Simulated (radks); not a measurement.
Results of a calculation; reference values are marked as such.
Ir XXXVIII, 40 electrons, occupied as [Kr] 4d4.

Code: a radial shooting solver on a logarithmic mesh with Libxc functionals. Model: Dirac Kohn-Sham, PBE, spin-unpolarised, spherical densities, finite nucleus; open shells fill j = l - 1/2 first; Fermi nuclear charge, rms radius 5.4032 fm.

Energy parts (Ry):
total: -34097.8609
kinetic: 39075.3414
electron-nucleus: -80676.1598
Hartree: 8073.5001
exchange-correlation: -570.5427

Orbitals (lengths in bohr, moments of r in powers of bohr; r(max) is where P^2 peaks; r(90%) holds 90 % of the orbital's charge):
[
 {"orbital": "1s1/2", "occ.": "2", "eigenvalue (Ry)": "-5700.847", "r(90%)": "0.0318", "r(max)": "0.01082", "<r^4>": "4.816e-07", "<1/r>": "92.13", "small-component weight": "8.50e-02"},
 {"orbital": "2s1/2", "occ.": "2", "eigenvalue (Ry)": "-1092.904", "r(90%)": "0.114", "r(max)": "0.06251", "<r^4>": "0.00007077", "<1/r>": "22.56", "small-component weight": "1.94e-02"},
 {"orbital": "2p1/2", "occ.": "2", "eigenvalue (Ry)": "-1052.074", "r(90%)": "0.100", "r(max)": "0.04621", "<r^4>": "0.00004228", "<1/r>": "22.53", "small-component weight": "1.95e-02"},
 {"orbital": "2p3/2", "occ.": "4", "eigenvalue (Ry)": "-932.4634", "r(90%)": "0.111", "r(max)": "0.05336", "<r^4>": "0.00006381", "<1/r>": "18.59", "small-component weight": "1.74e-02"},
 {"orbital": "3s1/2", "occ.": "2", "eigenvalue (Ry)": "-342.4149", "r(90%)": "0.277", "r(max)": "0.1753", "<r^4>": "0.002484", "<1/r>": "8.363", "small-component weight": "6.56e-03"},
 {"orbital": "3p1/2", "occ.": "2", "eigenvalue (Ry)": "-324.3556", "r(90%)": "0.268", "r(max)": "0.1637", "<r^4>": "0.002165", "<1/r>": "8.275", "small-component weight": "6.50e-03"},
 {"orbital": "3p3/2", "occ.": "4", "eigenvalue (Ry)": "-297.6125", "r(90%)": "0.288", "r(max)": "0.1780", "<r^4>": "0.002898", "<1/r>": "7.260", "small-component weight": "5.93e-03"},
 {"orbital": "3d3/2", "occ.": "4", "eigenvalue (Ry)": "-267.7839", "r(90%)": "0.261", "r(max)": "0.1389", "<r^4>": "0.001909", "<1/r>": "7.142", "small-component weight": "5.79e-03"},
 {"orbital": "3d5/2", "occ.": "6", "eigenvalue (Ry)": "-261.9810", "r(90%)": "0.267", "r(max)": "0.1428", "<r^4>": "0.002083", "<1/r>": "6.908", "small-component weight": "5.63e-03"},
 {"orbital": "4s1/2", "occ.": "2", "eigenvalue (Ry)": "-150.2702", "r(90%)": "0.549", "r(max)": "0.3789", "<r^4>": "0.03983", "<1/r>": "3.897", "small-component weight": "2.69e-03"},
 {"orbital": "4p1/2", "occ.": "2", "eigenvalue (Ry)": "-142.4781", "r(90%)": "0.551", "r(max)": "0.3748", "<r^4>": "0.03997", "<1/r>": "3.820", "small-component weight": "2.62e-03"},
 {"orbital": "4p3/2", "occ.": "4", "eigenvalue (Ry)": "-134.3542", "r(90%)": "0.582", "r(max)": "0.3986", "<r^4>": "0.04979", "<1/r>": "3.482", "small-component weight": "2.44e-03"},
 {"orbital": "4d3/2", "occ.": "4", "eigenvalue (Ry)": "-121.7814", "r(90%)": "0.580", "r(max)": "0.3830", "<r^4>": "0.04797", "<1/r>": "3.357", "small-component weight": "2.30e-03"},
 {"orbital": "4d5/2", "occ.": "0", "eigenvalue (Ry)": "-120.0617", "r(90%)": "0.588", "r(max)": "0.3896", "<r^4>": "0.05089", "<1/r>": "3.280", "small-component weight": "2.26e-03"},
 {"orbital": "5s1/2", "occ.": "0", "eigenvalue (Ry)": "-83.68265", "r(90%)": "0.938", "r(max)": "0.6927", "<r^4>": "0.3501", "<1/r>": "2.189", "small-component weight": "1.37e-03"},
 {"orbital": "5p1/2", "occ.": "0", "eigenvalue (Ry)": "-80.03814", "r(90%)": "0.952", "r(max)": "0.6992", "<r^4>": "0.3685", "<1/r>": "2.145", "small-component weight": "1.34e-03"},
 {"orbital": "5p3/2", "occ.": "0", "eigenvalue (Ry)": "-76.68608", "r(90%)": "0.992", "r(max)": "0.7327", "<r^4>": "0.4357", "<1/r>": "2.002", "small-component weight": "1.27e-03"}
]

The highest occupied level is 4d3/2 at -1656.9 eV. The electron density at the nucleus is 1.822e+06 e/bohr^3. The density falls to 0.001 e/bohr^3 at r = 1.07 bohr. For comparison, the ionisation energy in NIST's Atomic Spectra Database is 1684 eV (theoretical). In exact Kohn-Sham theory the highest level is minus the ionisation energy, but local and semilocal functionals leave it too shallow, through self-interaction and a potential that decays too fast; potentials with the right tail come closer.

Beside tabulated values, note that spin-unpolarised runs miss the spin-polarisation part of the exchange energy of open shells.
